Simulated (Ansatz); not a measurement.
Two shapes of quartet MnVF.

Shape 1:

```xyz
3

V     0.0000    0.0000    3.2844
F     0.0000    0.0000    0.0000
Mn    0.0000    0.0000   -3.0654
```

Shape 2:

```xyz
3

V     0.0000    0.0000    1.9320
F     0.0000    0.0000    0.0000
Mn    0.0000    0.0000   -1.8032
```

Basis set: pcseg-2 (spherical functions). Some runs use density fitting. Charge 0, multiplicity 4.

Computed with Ansatz (development build ahead of 0.2.0); each method stands on the lowest determinant of its kind that the runs found.

**Question.** Which shape is lower in energy, and by how much in each method?

**Answer.**

```tsv
method	E(2) − E(1) (eV)
PBE (unrestricted)	-3.173
PBE0 (unrestricted)	-3.327
```

Shape 2 is lower. Caution: other spin multiplicities were not run; the unrestricted determinant is a mixture of spin states; another spin multiplicity may lie lower.
